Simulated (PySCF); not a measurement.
C₆H₈O₂S.
Cartesian coordinates in Å at the GFN2-xTB level; atoms count from 1:
```
atom  x, y, z in Å
C1     2.4440    0.4903   -0.6303
S2     1.5775   -0.9045    0.1507
O3     1.6853   -2.0474   -0.7145
O4     2.0435   -1.0292    1.5050
C5    -0.1142   -0.3525    0.1759
C6    -0.7870    0.0946    1.2453
C7    -2.1697    0.4635    0.8229
C8    -2.1633    0.1593   -0.6401
C9    -0.9617   -0.3154   -0.9954
H10    3.4825    0.2096   -0.7537
H11    1.9852    0.6782   -1.5921
H12    2.3548    1.3461    0.0256
H13   -0.4140    0.1685    2.2484
H14   -2.3924    1.5128    1.0257
H15   -2.9192   -0.1270    1.3535
H16   -3.0188    0.3092   -1.2719
H17   -0.6396   -0.6442   -1.9650
```

Probes without a nucleus sit at each ring's centroid and 1 Å off its mean plane on both sides; NICS is minus the shielding there, NICSzz its component along the normal. Level: GIAO PBE0/pcSseg-1 (PySCF, non-relativistic, gas phase) on the GFN2-xTB geometry, one conformer.

Ring bond lengths (Å), with Mayer bond orders in brackets: C5–C6 1.340 (1.71), C6–C7 1.492 (1.05), C7–C8 1.494 (1.07), C8–C9 1.340 (1.76), C9–C5 1.446 (1.05).

Question: What do the NICS probes read (ppm)?

Answer: 
```tsv
ring	type	NICS(0)	NICS(1), two faces	NICS(1)zz, two faces	rms pucker (Å)	centre to ring atoms, mean (Å)
C5–C6–C7–C8–C9	5-membered carbocycle; formal bonds 2 double, 3 single	-3.9	-5.9 / -6.0	-11.5 / -11.9	0.00	1.21
```

Question: What can be read from them?

Answer: 
- C5–C6–C7–C8–C9: mean NICS(1)zz -11.7 ppm, shielded. C7 has four or more neighbours, so the value isn't read as a sign of a π ring current.

Question: At the first NICS(1) probe listed for ring C5–C6–C7–C8–C9, 1 Å off the ring, what do the in-plane components average?

Answer: The isotropic value is a third of the trace: (3 × -5.9 − (-11.5))/2 = -3.1 ppm.

Question: Give the inner angles of the rings and the Hirshfeld charges of the ring atoms.

Answer: 
- C5–C6–C7–C8–C9: C5 110.1° (-0.040 e), C6 108.8° (-0.025 e), C7 102.9° (-0.063 e), C8 109.6° (-0.041 e), C9 108.7° (-0.059 e); sum 540.0° against 540° for a flat convex ring.

Question: What are the shieldings of the ring atoms and their hydrogens in the same run (means over atoms taken as equivalent)?

Answer: 
```
   atoms                      environment  σ isotropic (ppm)  principal values of the symmetric part, first atom (ppm)
      C5  fully substituted alkene carbon               28.8                                         -55.1, 46.5, 95.1
      C6                 alkene CH carbon               38.0                                        -58.1, 15.9, 156.3
      C7                   allylic carbon              140.9                                       128.8, 141.7, 152.2
      C8                 alkene CH carbon               43.0                                        -60.7, 36.0, 153.8
      C9                 alkene CH carbon               49.6                                        -53.9, 56.4, 146.4
     H13                 vinylic hydrogen              24.53                                          22.7, 23.2, 27.7
H14 (×2)               methylene hydrogen              28.40                                          24.1, 26.4, 34.8
     H16                 vinylic hydrogen              24.89                                          23.4, 25.2, 26.1
     H17                 vinylic hydrogen              24.85                                          22.8, 23.9, 27.9
```

The run took 42 s (with the writing of density and orbital grids) on an Arm Neoverse V1 with one thread, shared host with 32 logical CPUs at a one-minute load of 9.1, and the process peaked at 0.89 GiB of memory. This is the whole shielding run at PBE0/pcSseg-1, SCF included.
